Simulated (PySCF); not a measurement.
# Orbital energies and ionisation energy

C5H13As.
Z-matrix (Å and degrees, PBE0-D3(BJ)/def2-SVP geometry), rows numbered from 1:
```
C 
As  1  1.9683
C   2  2.0101  1  100.84
C   3  1.5231  2  112.91  1   -50.16
C   3  1.5275  2  107.37  1    71.79
C   3  1.5275  2  105.83  1  -170.71
H   1  1.0982  2  113.39  3    48.11
H   1  1.0996  2  108.21  3   169.01
H   1  1.0996  2  109.02  3   -73.97
H   2  1.5293  1   95.42  3   -96.05
H   4  1.1004  3  112.15  2    61.86
H   4  1.1049  3  110.11  2  -179.06
H   4  1.1010  3  111.66  2   -59.56
H   5  1.1016  3  111.87  2   -65.50
H   5  1.1016  3  111.75  2    55.74
H   5  1.1040  3  110.19  2   175.29
H   6  1.1041  3  110.23  2  -177.04
H   6  1.1015  3  111.73  2   -57.41
H   6  1.1018  3  111.70  2    63.61
```

Level: CAM-B3LYP/def2-SVPD (PySCF). Frontier orbitals with their largest atomic shares (Löwdin; up to four atoms above 4 %):

```
orbital  ε (eV)                           main atoms
 HOMO−3  -10.93   C4 23 %, C3 21 %, C5 16 %, C6 10 %
 HOMO−2  -10.49  As2 27 %, C1 22 %, H10 20 %, C3 8 %
 HOMO−1   -9.43   As2 26 %, C3 22 %, C1 13 %, C6 9 %
   HOMO   -7.91                                    ?
   LUMO    1.10   As2 18 %, C1 14 %, C5 9 %, H10 8 %
 LUMO+1    1.47  As2 19 %, C6 14 %, C1 14 %, H10 7 %
 LUMO+2    1.87  As2 38 %, H10 8 %, H12 8 %, H17 7 %
```

Problem. What vertical ionisation energy does ΔSCF give, and how far is −ε(HOMO) from it?

Solution. ΔSCF: 8.68 eV (837 kJ/mol; threshold wavelength 143 nm); ⟨S²⟩ of the doublet left behind is 0.754, against 0.75 for a pure doublet. −ε(HOMO) is 7.91 eV, 0.77 eV below it. For the exact functional −ε(HOMO) would equal the first vertical ionisation energy; CAM-B3LYP (range-separated hybrid) falls short of its own ΔSCF value by 9 %.

Problem. On which atoms does the HOMO lie?

Solution. As2 (arsenic bonded to 2 C and H) 59 %, C3 (sp3 carbon without hydrogen) 12 %, C1 (methyl carbon) 10 %, H10 (hydrogen on arsenic) 6 %, so more than half of it is on one atom. The HOMO−1 lies 1.52 eV lower.

Problem. Shift the occupied levels rigidly so that −ε(HOMO) equals the ΔSCF value. What binding energies result?

Solution. The shift is +0.77 eV: HOMO 8.68, HOMO−1 10.20, HOMO−2 11.26, HOMO−3 11.70 eV. A rigid shift is only a rough guide to the deeper ionisations.

Problem. With α = 95.1 au, estimate the like-pair dispersion coefficient by London's formula C6 = (3/4)α²I.

Solution. I = 0.3189 Eh, so C6 ≈ 2160 au, a rough estimate.

Geometry: PBE0-D3(BJ)/def2-SVP; no solvent, vibrations or thermal averaging. The calculation is non-relativistic, for arsenic too.
